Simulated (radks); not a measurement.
Spin polarisation of the 6s1 shell in Cs. Start: [Xe] 6s(up 0.5, down 0.5); electrons of 6s are moved from spin down to spin up, other shells keep equal spins. All-electron calculation, scalar-relativistic Kohn-Sham, PBE, spin-polarised, spherical densities, finite nucleus; Fermi nuclear charge, rms radius of each element as measured or else 0.836 A^(1/3) + 0.57 fm. Program: a radial shooting solver on a logarithmic mesh with Libxc functionals.

moment (Bohr magnetons) = 0: E - E(0) (eV) 0.000; e(6s up) (eV) -2.086; e(6s down) (eV) -2.086; 5p down minus up (eV) 0.000; 5s down minus up (eV) 0.000
moment (Bohr magnetons) = 0.25: E - E(0) (eV) -0.007; e(6s up) (eV) -2.141; e(6s down) (eV) -2.028; 5p down minus up (eV) 0.021; 5s down minus up (eV) 0.011
moment (Bohr magnetons) = 0.5: E - E(0) (eV) -0.028; e(6s up) (eV) -2.190; e(6s down) (eV) -1.967; 5p down minus up (eV) 0.042; 5s down minus up (eV) 0.021
moment (Bohr magnetons) = 0.75: E - E(0) (eV) -0.063; e(6s up) (eV) -2.233; e(6s down) (eV) -1.898; 5p down minus up (eV) 0.064; 5s down minus up (eV) 0.032

At moment 0.75 the spin-polarisation energy is -0.063 eV and the 6s exchange splitting 0.335 eV, that is 0.447 eV per Bohr magneton; E = -I m^2/4 would give I = 0.446 eV.
